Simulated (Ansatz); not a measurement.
```yaml
crystal:
  periodic: [false, false, false]
  atoms:
    - {symbol: C, position_ang: [-3.006080, 0.743378, 2.292345]}
    - {symbol: C, position_ang: [-2.112726, 1.193973, 1.186197]}
    - {symbol: O, position_ang: [-2.432403, 1.860252, 0.244911]}
    - {symbol: O, position_ang: [-0.842942, 0.746919, 1.357239]}
    - {symbol: Si, position_ang: [0.369017, 0.970113, 0.273865]}
    - {symbol: F, position_ang: [0.876081, 2.453875, 0.337057]}
    - {symbol: O, position_ang: [1.522619, -0.037789, 0.860509]}
    - {symbol: C, position_ang: [2.628000, -0.425952, 0.175936]}
    - {symbol: C, position_ang: [3.415883, -1.438155, 0.937051]}
    - {symbol: O, position_ang: [2.895163, 0.011448, -0.905451]}
    - {symbol: O, position_ang: [-0.044390, 0.717509, -1.291469]}
    - {symbol: C, position_ang: [-0.507018, -0.473630, -1.734963]}
    - {symbol: C, position_ang: [-0.790975, -0.448586, -3.196866]}
    - {symbol: O, position_ang: [-0.652366, -1.408189, -0.996740]}
    - {symbol: H, position_ang: [-2.602591, 1.076917, 3.250163]}
    - {symbol: H, position_ang: [-3.028279, -0.348190, 2.313375]}
    - {symbol: H, position_ang: [-4.007388, 1.138547, 2.143755]}
    - {symbol: H, position_ang: [4.310034, -1.706062, 0.380641]}
    - {symbol: H, position_ang: [2.795837, -2.321041, 1.106091]}
    - {symbol: H, position_ang: [3.681748, -1.037254, 1.916848]}
    - {symbol: H, position_ang: [-1.519325, 0.336391, -3.409596]}
    - {symbol: H, position_ang: [0.124381, -0.195884, -3.735798]}
    - {symbol: H, position_ang: [-1.167478, -1.415489, -3.519600]}
basis:
  gaussian: {orbitals: def2-SVP, fitting: {mean_field: def2-universal-jkfit}, point_charges: [{charge: 1.00, position_ang: [8.382, -0.766, 0.971]}]}
hamiltonian: {xc: {name: B2PLYP}}
output: {forces: true}
```

```sh
$ ansatz run in.yaml --threads 11 --pin off --events-out ev --progress --plain --max-ram 174080MiB --backend cpu
```

Shortened log:

```
Functional definition: B2PLYP
1279 factors; integrals over basis functions are off by at most 2.4e-1 eV
mean field evaluation 1: about -29177.4988 eV, gradient 8.8e1 eV
mean field evaluation 2: about -29177.4962 eV, gradient 8.8e1 eV
mean field evaluation 4: about -29191.1334 eV, gradient 1.4e1 eV
mean field evaluation 8: about -29191.5129 eV, gradient 1.7e-1 eV
mean field evaluation 16: about -29191.5128 eV, gradient 1.0e-4 eV
mean field -29191.51280507 eV, -1072.7683088684 hartree, gradient 4.5e-6 eV, S^2 0.000000; 0 other end points of the search recorded, 0 dependent functions left out
18 core orbitals not correlated: weight in the atoms' cores, before any rotation towards them, 1.000 or more for the frozen orbitals, at most 0.000 for the correlated occupied ones
reference -29191.51304604 eV, -1072.7683177236 hartree; 40, 40 occupied and 187, 187 virtual orbitals, 1279 factors
second order -71.28500415 eV of doubles, -0.00000000 eV of singles
Total energy: -29210.75999716 eV, -1073.4756301312 hartree
Atom 0 at    -3.006080     0.743378     2.292345 Å, force     0.009943    -0.024939     0.037782 eV/Å
Atom 1 at    -2.112726     1.193973     1.186197 Å, force    -0.391183    -0.074782     0.305180 eV/Å
Atom 2 at    -2.432403     1.860252     0.244911 Å, force    -0.077045     0.327593    -0.530750 eV/Å
Atom 3 at    -0.842942     0.746919     1.357239 Å, force     0.113515    -0.282592     0.472825 eV/Å
Atom 4 at     0.369017     0.970113     0.273865 Å, force    -0.831940    -0.152885    -0.072055 eV/Å
Atom 5 at     0.876081     2.453875     0.337057 Å, force     0.553394     1.183379     0.068896 eV/Å
Atom 6 at     1.522619    -0.037789     0.860509 Å, force     0.879578    -0.688258     0.378249 eV/Å
Atom 7 at     2.628000    -0.425952     0.175936 Å, force    -0.515467     0.083204     0.392280 eV/Å
Atom 8 at     3.415883    -1.438155     0.937051 Å, force     0.029996    -0.043355     0.152081 eV/Å
Atom 9 at     2.895163     0.011448    -0.905451 Å, force     0.390927     0.185681    -0.672769 eV/Å
Atom 10 at    -0.044390     0.717509    -1.291469 Å, force     0.101851     0.211450    -0.483431 eV/Å
Atom 11 at    -0.507018    -0.473630    -1.734963 Å, force    -0.132512     0.049229    -0.470191 eV/Å
Atom 12 at    -0.790975    -0.448586    -3.196866 Å, force    -0.007613     0.016946    -0.031545 eV/Å
Atom 13 at    -0.652366    -1.408189    -0.996740 Å, force     0.002957    -0.492077     0.466945 eV/Å
Atom 14 at    -2.602591     1.076917     3.250163 Å, force     0.079943     0.077760     0.214855 eV/Å
Atom 15 at    -3.028279    -0.348190     2.313375 Å, force    -0.018169    -0.239946     0.007696 eV/Å
Atom 16 at    -4.007388     1.138547     2.143755 Å, force    -0.244064     0.094033    -0.031692 eV/Å
Atom 17 at     4.310034    -1.706062     0.380641 Å, force     0.214276    -0.122938    -0.213015 eV/Å
Atom 18 at     2.795837    -2.321041     1.106091 Å, force    -0.097293    -0.206352     0.034853 eV/Å
Atom 19 at     3.681748    -1.037254     1.916848 Å, force     0.003581     0.084617     0.263854 eV/Å
Atom 20 at    -1.519325     0.336391    -3.409596 Å, force    -0.161377     0.166713    -0.052315 eV/Å
Atom 21 at     0.124381    -0.195884    -3.735798 Å, force     0.193082     0.060476    -0.127791 eV/Å
Atom 22 at    -1.167478    -1.415489    -3.519600 Å, force    -0.098375    -0.232748    -0.083906 eV/Å
Dipole moment:    -0.312697    -0.376983     0.280378 e Å
```

Run time 9.5 s (11 threads of an AMD EPYC 7R13 on a shared host); peak host memory 0.9 GiB.
